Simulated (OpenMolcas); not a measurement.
# Fe3+, Ru3+, Os3+: d5 down the group

| Item | Value |
| --- | --- |
| Program | OpenMolcas 26.06 |
| Method | SS-RASPT2, IPEA 0.25 Eh, imaginary shift 0.1 Eh |
| Basis | ANO-RCC-VTZP |
| Scalar Hamiltonian | DKH2, point nucleus |
| Spin-orbit coupling | state interaction with AMFI integrals over the reference wave functions, term energies averaged over their components |

Active space for each ion: 11 electrons in 8 orbitals (RAS1 p, at most 2 holes; RAS2 d); closed shells correlated by CASPT2: Fe3+ 3s; Ru3+ 4s; Os3+ 5s.

Computed levels in cm-1 above 6S 5/2:

```tsv
Level	Fe3+	Ru3+	Os3+
4G 7/2	33310	24060	21770
4G 11/2	33320	24140	22780
4G 9/2	33330	24200	23530
4P 1/2	37010	27590	25180
4D 7/2	40260	28790	27800
4D 1/2	40340	29620	31350
2I 11/2	48490	35130	33030
2I 13/2	48570	35640	35970
2F 7/2(1)	53790	40900	45560
weight of 6S in the lowest level (%)	100	99	88
```

Mixed levels, with the weight of the term that names them: Ru3+ 4P 1/2 (72 %), Ru3+ 4D 1/2 (73 %), Ru3+ 2F 7/2(1) (73 %), Os3+ 4G 7/2 (69 %), Os3+ 4P 1/2 (61 %), Os3+ 4D 7/2 (71 %), Os3+ 4D 1/2 (65 %), Os3+ 2F 7/2(1) (60 %).

Measured, with the error of the calculation in %. Measured levels: Fe3+ from Corliss and Sugar, J. Phys. Chem. Ref. Data 11, 135 (1982).

```tsv
Level	Fe3+
4G 11/2	32246 (+3.3)
4P 1/2	35407 (+4.5)
4D 7/2	38779 (+3.8)
4D 1/2	38897 (+3.7)
2F 7/2(1)	51394 (+4.7)
```

Without spin-orbit coupling 4G lies 33310, 24110, 22450 cm-1 above 6S in that order; the difference to the level 4G 7/2, of either sign, comes from spin-orbit coupling, which also lowers the zero.

CASPT2 breaks the degeneracy within a term, and the mean is taken; among the terms shown or strongly mixed into the levels shown the widest spread is 380 cm-1 (5d5 2G(1), Os3+). Active for correlation alone: 3p; no level in the range computed is led by a configuration that opens it, so any true level of that kind is missing (holds for Fe3+). Active for correlation alone: 4p; no level in the range computed is led by a configuration that opens it, so any true level of that kind is missing (holds for Ru3+). Active for correlation alone: 5p; no level in the range computed is led by a configuration that opens it, so any true level of that kind is missing (holds for Os3+). Measured partners are found by configuration, term and J. A level has none where our copy of the source lacks it or the pairing is in doubt (some pairs that miss far off the trend of their configuration count as doubtful), and it then counts in no deviation. Levels of configurations outside the active space are missing.

A number in round brackets counts repeated terms of one configuration in the order of the reference energies.
